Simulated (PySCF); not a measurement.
**Bonding in [GeCl3]-**

[GeCl3]- (charge -1).
Cartesian coordinates in Å at the PBE0-D3(BJ)/def2-SVP level; atoms count from 1:
```xyz
4
GeCl3 angstrom
Ge     0.000   -0.027    0.848
Cl     2.015    0.025   -0.280
Cl    -1.015    1.735   -0.233
Cl    -1.000   -1.734   -0.335
```

Bond orders from the PBE0/pcSseg-1 (pcSseg-2 on Ge) density (PySCF). Isolated species at its PBE0-D3(BJ)/def2-SVP geometry, gas phase. The calculation is non-relativistic, for germanium too. The pcSseg-1 basis has no diffuse functions, a weakness for an anion.

Task: Give the Mayer order of every bond, beside its length.

Result: 
```csv
bond,length (Å),Mayer order
Ge1–Cl2,2.309,0.862
Ge1–Cl3,2.302,0.867
Ge1–Cl4,2.305,0.865
```

Task: Sum the orders of all bonds at each heavy atom with more than one neighbour.

Result: Ge1 2.594. Orders between atoms that aren't bonded are not in these sums.

The Mayer order sums products of elements of PS (density times overlap matrix) between the two atoms' basis functions, so it depends on the basis set.

These values come from a run that also computed NMR shieldings. Time: 7.7 s wall. Hardware: one thread of an x86-64 server, shared host.
